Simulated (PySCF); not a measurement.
Spinor energies of Ho⁵⁰⁺ (holmium, charge +50)

Start: [Ne] 3s2 3p5; 3p1/2 filled at m_j = -1/2, +1/2; 3p3/2 filled at m_j = -1/2, +1/2, +3/2. Calculated with PySCF 2.14 in an uncontracted even-tempered set (18 s from 13 bohr⁻², ratio 2.4; 14 p from 17 bohr⁻², ratio 2.4; 4 d from 63 bohr⁻², ratio 2.6; 4 f from 94 bohr⁻², ratio 2.6): generalised Hartree-Fock with the X2C-1e Hamiltonian and a Gaussian nucleus; one run each with spin-orbit coupling (SO) switched off, then screened by Boettger's factors.

| spinor shell | electrons | ε, spin-free (eV) | ε, screened SO (eV) | weight of nominal j (screened SO) | rms radius, screened SO (bohr) |
| --- | --- | --- | --- | --- | --- |
| 1s1/2 | 2 | -59339.1 | -59325.0 | 1.000 | 0.0236 |
| 2s1/2 | 2 | -12790.2 | -12785.1 | 1.000 | 0.0940 |
| 2p1/2 | 2 | -11723.6 | -12342.5 | 1.000 | 0.0802 |
| 3s1/2 | 2 | -4979.2 | -4977.4 | 1.000 | 0.227 |
| 3p1/2 | 2 | -4649.5 | -4803.6 | 0.999 | 0.217 |
| 3p3/2 | 3 | -4649.5 | -4582.7 | 1.000 | 0.227 |

Question: Where does 2p3/2 lie, and what is the 2p spin-orbit splitting (screened SO)?

Answer: At -11460.2 eV, 882.24 eV above 2p1/2.

```csv
quantity,spin-free,screened SO
E (hartree),-10186.19053,-10198.25062
M_J,3/2,3/2
⟨J²⟩,3.750,3.750
⟨L²⟩,2.000,2.030
⟨S²⟩,0.750,0.779
```

Each row is a mean over spinors that exchange with the open shell spreads, by up to 24.954 eV (3s1/2).

Breit and QED terms are absent; they matter most for the inner s and p1/2 levels.

Densities and radii are taken from the X2C orbitals without a picture-change correction, which distorts them close to the nucleus.

Without spin-orbit coupling the j labels of p, d and f shells carry no meaning; the spin-free column gives the mean over the occupied spinors of each nl shell.
